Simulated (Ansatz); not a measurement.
Input file for Ansatz (a quantum-chemistry and plane-wave program): R-CCSD(T)/def2-QZVPP on MoO3 (SMILES [O]=[Mo](=[O])=[O]). Elements past Kr take the def2 small-core potentials; no spin–orbit coupling. The basis file is the Basis Set Exchange's JSON of that set.

Ansatz 0.2 input:
```yaml
crystal:
  periodic: [false, false, false]
  atoms:
    - {symbol: Mo, position_ang: [-0.00197581, -0.00181789, -0.40661933]}
    - {symbol: O, position_ang: [1.61807699, -0.00879002, 0.12774746]}
    - {symbol: O, position_ang: [-0.79995074, 1.40602940, 0.13317601]}
    - {symbol: O, position_ang: [-0.81615045, -1.39542149, 0.14579587]}
basis:
  gaussian:
    orbitals: def2-QZVPP.json
magnetization: {spin_polarized: false}
correlation: {method: ccsd_t, electrons: outside_noble_gas}
scf: {lower_state_search: off}
```

It printed:

```
WARN ansatz: RAYON_NUM_THREADS=4 ignored (pool sized by the plan → 4); use --threads N
Functional definition: HF
these checks for a lower state are left out or cut short: stability, starts, cluster_reference, orbital_swaps, neighbouring_geometries, increment
integrals: 1.62 GiB planned
1657 factors; integrals over basis functions are off by at most 5.8e-4 eV
mean field: 0.93 GiB planned
mean field evaluation 1: about -7933.5693 eV, gradient 9.7e1 eV
mean field evaluation 2: about -7933.7351 eV, gradient 9.7e1 eV
mean field evaluation 4: about -7950.7376 eV, gradient 8.9e0 eV
mean field evaluation 8: about -7950.9546 eV, gradient 1.1e0 eV
mean field evaluation 16: about -7950.9679 eV, gradient 2.5e-6 eV
mean field -7950.96790750 eV, -292.1926812410 hartree, gradient 2.8e-6 eV, S^2 0.000000; 0 other end points of the search recorded, 0 dependent functions left out
7 core orbitals not correlated
reference -7950.96790750 eV, -292.1926812410 hartree; 12, 12 occupied and 233, 233 virtual orbitals, 1657 factors
second order -30.85576900 eV of doubles, -0.00000000 eV of singles
coupled cluster: 3.72 GiB planned
cycle   1  -24.81803221 eV  change     6.0e0 eV  update   3.7e-1
cycle   2  -27.36234458 eV  change    -2.5e0 eV  update   2.9e-1
cycle   3  -27.69205346 eV  change   -3.3e-1 eV  update   4.6e-2
cycle   4  -27.66581291 eV  change    2.6e-2 eV  update   2.4e-2
cycle   5  -27.66869306 eV  change   -2.9e-3 eV  update   7.5e-3
cycle   6  -27.68216416 eV  change   -1.3e-2 eV  update   4.1e-3
cycle   7  -27.67693171 eV  change    5.2e-3 eV  update   2.2e-3
cycle   8  -27.67443146 eV  change    2.5e-3 eV  update   7.3e-4
cycle   9  -27.67544169 eV  change   -1.0e-3 eV  update   3.1e-4
cycle  10  -27.67568622 eV  change   -2.4e-4 eV  update   1.8e-4
cycle  11  -27.67548445 eV  change    2.0e-4 eV  update   1.0e-4
cycle  12  -27.67549107 eV  change   -6.6e-6 eV  update   7.7e-5
cycle  13  -27.67561839 eV  change   -1.3e-4 eV  update   3.5e-5
cycle  14  -27.67555299 eV  change    6.5e-5 eV  update   2.7e-5
cycle  15  -27.67554852 eV  change    4.5e-6 eV  update   1.3e-5
perturbative correction -2.21866758 eV, -0.0815345298 hartree
Total energy: -7980.86212360 eV, -293.2912734197 hartree
Checks for a lower state left out: stability, starts, cluster_reference, orbital_swaps, neighbouring_geometries, increment
```

The calculation finished and met its thresholds.

Cost: around 2.5 core-minutes (rough).
